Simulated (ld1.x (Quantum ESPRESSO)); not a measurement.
## u(r) = r·R(r): atom against pseudo-atom (Ag)

Columns: radius, all-electron u(r) and pseudo u(r) of the 4p shell (level -60.60 eV) of silver in the configuration [Ar] 3d10 4s2 4p6 4d10 5s0 5p1; PBE, scalar-relativistic, TM semilocal scheme, ld1.x (Quantum ESPRESSO) 7.5.

| r (bohr) | all-electron | pseudo |
| --- | --- | --- |
| 0.135 | 0.0360 | 0.0575 |
| 0.270 | -0.6188 | 0.2200 |
| 0.405 | -0.1958 | 0.4576 |
| 0.540 | 0.4715 | 0.7230 |
| 0.675 | 0.9295 | 0.9550 |
| 0.810 | 1.1234 | 1.0939 |
| 0.945 | 1.1266 | 1.1100 |
| 1.080 | 1.0255 | 1.0226 |
| 1.215 | 0.8819 | 0.8818 |
| 1.350 | 0.7317 | 0.7317 |
| 1.485 | 0.5930 | 0.5930 |
| 1.620 | 0.4728 | 0.4728 |
| 1.755 | 0.3725 | 0.3725 |
| 1.890 | 0.2911 | 0.2911 |
| 2.025 | 0.2261 | 0.2261 |
| 2.160 | 0.1747 | 0.1747 |
| 2.295 | 0.1345 | 0.1345 |
| 2.430 | 0.1032 | 0.1032 |
| 2.565 | 0.0791 | 0.0791 |
| 2.700 | 0.0604 | 0.0604 |
| 2.835 | 0.0461 | 0.0461 |
| 2.970 | 0.0351 | 0.0351 |
| 3.105 | 0.0267 | 0.0267 |
| 3.240 | 0.0203 | 0.0203 |
| 3.375 | 0.0154 | 0.0154 |
| 3.510 | 0.0117 | 0.0117 |

Task: How many radial nodes do the two functions have?

Result: The all-electron 4p function has n − l − 1 = 2; the pseudo-wave has 0, since the states of the same l below it are removed with the core.

Task: At about which radius was the pseudo-wave matched?

Result: 1.30 bohr, where the columns begin to agree (steps of 0.14 bohr).

Task: Is the pseudo-wave norm-conserving?

Result: Yes: the TM semilocal scheme keeps the norm inside the radius equal to the all-electron one, which fixes the energy derivative of the logarithmic derivative at the level.
